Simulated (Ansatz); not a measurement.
C2H6GeO can be A, `[CH2]1O[CH2][GeH2]1`, or B, `O=C[CH2][GeH3]`.

Calculated with Ansatz (gas phase, PBE0-D4/def2-TZVP geometries, no zero-point term in ΔE). CCSD(T)/CBS is the MP2 limit (def2-TZVPP, def2-QZVPP) plus CCSD(T) − MP2 in def2-TZVPP, frozen cores. DFT in def2-TZVPP. B3LYP here is the variant with VWN-RPA as its local correlation; programs differ in this. For Ge outer-core shells are correlated without core-valence functions, which leaves a few kJ/mol of doubt a bond. Scalar relativity is left out up to krypton. Each species was taken in one conformer, which may not be the lowest.

A:

```xyz
10

C     1.2537   -0.0010    0.0516
O     0.5119   -0.5202    1.1609
C    -0.8714   -0.3885    0.8150
Ge   -0.4119    0.4197   -0.9335
H     1.8696    0.8512    0.3534
H     1.8976   -0.7691   -0.3866
H    -1.3962    0.2556    1.5265
H    -1.3652   -1.3642    0.7854
H    -0.7235   -0.3831   -2.2087
H    -0.7646    1.8997   -1.1640
```

B:

Z-matrix (Å, degrees):
```
C
C 1 1.484
Ge 1 1.981 2 109.8
H 1 1.091 2 110.7 3 -119.1
H 1 1.093 2 110.9 3 117.5
O 2 1.203 1 124.8 3 97.5
H 2 1.113 1 115.0 3 -80.7
H 3 1.533 1 109.1 2 -64.5
H 3 1.537 1 109.4 2 55.8
H 3 1.536 1 108.2 2 175.2
```

**Question.** Which is lower in electronic energy at CCSD(T)/CBS, and by how much? (Estimate.)

**Answer.** Computed: B, by 25.2 kcal/mol.

**Question.** Give E(B) − E(A) in kcal/mol with B3LYP, r2SCAN-D4, PBE-D4, CCSD/def2-TZVPP, B2PLYP, ωB97M-V, B3LYP-D4. (Best estimate.)

**Answer.** Ansatz gave: B3LYP -27.8, r2SCAN-D4 -26.6, PBE-D4 -25.0, CCSD/def2-TZVPP -26.3, B2PLYP -27.6, ωB97M-V -25.3, B3LYP-D4 -27.6. None reverses the order clearly.

Largest T1 diagnostic: 0.013.

From PBE to PBE0 (25 % exact exchange), in def2-TZVPP and without D4, E(B) − E(A) moves by +0.8 kcal/mol. In def2-TZVPP, CCSD(T) changes the Hartree–Fock value by +6.1 kcal/mol (the triples alone add +0.2 kcal/mol) and MP2 by +6.1 kcal/mol.
